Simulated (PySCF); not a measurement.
# Working out the ionisation energy of P⁺

P⁺ [Ne] 3s2 3p2 (3P) → P²⁺ [Ne] 3s2 3p1 (2P). Calculation: PySCF 2.14, in def2-SVP; no relativity, point nucleus. Frozen: [Ne]. Energies in hartree (1 hartree = 27.21139 eV):

| part | P⁺ (lower) | P²⁺ (upper) |
| --- | --- | --- |
| UHF | -340.232195 | -339.526978 |
| CCSD correlation | -0.069804 | -0.058921 |
| (T) | -0.000953 | -0.000648 |

Question: What does Hartree-Fock give?

Answer: (-339.526978) − (-340.232195) = 0.705217 hartree = 19.190 eV.

Question: What do CCSD and CCSD(T) give?

Answer: The CCSD correlation energies differ by 0.010883 hartree = 0.296 eV and the triples by 0.000305 hartree = 0.008 eV, so CCSD gives 19.486 eV and CCSD(T) 19.494 eV.

Reference: 19.769 eV (semi-empirical (NIST evaluation); NIST Atomic Spectra Database, ionization energies), between the lowest levels; spin-orbit coupling is absent from the calculation.

A double-zeta basis recovers only part of the correlation energy.

What remains against the reference includes basis incompleteness, the frozen core and higher excitations.
